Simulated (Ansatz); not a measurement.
C₈H₁₆ (`CC/C=C/C(C)(C)C`), relaxed with RKS PBE0-D4/def2-TZVP in Ansatz 0.2.0 from a PBE-D4/def2-SVP geometry. The force threshold is 0.005 eV/Å; the program also tests the step.

Charge 0, multiplicity 1.

Start:

```xyz
24

C     2.139   -2.200    1.802
C     2.243   -0.884    1.016
C     0.909   -0.226    0.792
C     0.379    0.055   -0.413
C    -0.960    0.704   -0.716
C    -1.766    1.010    0.555
C    -1.768   -0.255   -1.619
C    -0.696    2.019   -1.486
H     3.139   -2.648    1.978
H     1.666   -2.040    2.793
H     1.522   -2.942    1.257
H     2.740   -1.062    0.038
H     2.906   -0.185    1.577
H     0.338    0.015    1.708
H     0.972   -0.204   -1.313
H    -1.981    0.087    1.132
H    -1.224    1.711    1.222
H    -2.737    1.478    0.293
H    -2.737    0.201   -1.913
H    -1.212   -0.495   -2.549
H    -1.981   -1.210   -1.096
H    -1.652    2.501   -1.781
H    -0.124    2.736   -0.863
H    -0.112    1.833   -2.411
```

```json
{"step": "1", "energy (eV)": "-8549.9641", "largest force (eV/Å)": "0.526", "largest move (Å)": "0.000"}
{"step": "2", "energy (eV)": "-8550.0603", "largest force (eV/Å)": "0.148", "largest move (Å)": "0.040"}
{"step": "3", "energy (eV)": "-8550.0679", "largest force (eV/Å)": "0.067", "largest move (Å)": "0.017"}
{"step": "4", "energy (eV)": "-8550.0681", "largest force (eV/Å)": "0.037", "largest move (Å)": "0.008"}
{"step": "5", "energy (eV)": "-8550.0682", "largest force (eV/Å)": "0.003", "largest move (Å)": "0.003"}
{"step": "6", "energy (eV)": "-8550.0682", "largest force (eV/Å)": "0.006", "largest move (Å)": "0.006"}
{"step": "7", "energy (eV)": "-8550.0683", "largest force (eV/Å)": "0.019", "largest move (Å)": "0.030"}
{"step": "8", "energy (eV)": "-8550.0684", "largest force (eV/Å)": "0.012", "largest move (Å)": "0.015"}
{"step": "9", "energy (eV)": "-8550.0684", "largest force (eV/Å)": "0.004", "largest move (Å)": "0.009"}
```

End:

```xyz
24

C     2.107   -2.194    1.751
C     2.224   -0.860    1.022
C     0.896   -0.215    0.796
C     0.386    0.067   -0.396
C    -0.944    0.699   -0.703
C    -1.742    1.020    0.554
C    -1.745   -0.269   -1.579
C    -0.693    1.989   -1.489
H     3.090   -2.632    1.937
H     1.607   -2.072    2.716
H     1.522   -2.907    1.164
H     2.730   -1.001    0.062
H     2.857   -0.188    1.614
H     0.323    0.012    1.693
H     0.980   -0.176   -1.279
H    -1.953    0.118    1.133
H    -1.207    1.722    1.198
H    -2.699    1.476    0.284
H    -2.698    0.178   -1.875
H    -1.194   -0.520   -2.490
H    -1.953   -1.198   -1.044
H    -1.640    2.451   -1.784
H    -0.133    2.709   -0.887
H    -0.119    1.790   -2.397
```

Run time 11 s (4 threads of an AMD EPYC 7R13 on a shared host and a share of an NVIDIA H100 80 GB); peak host memory 1 GiB.
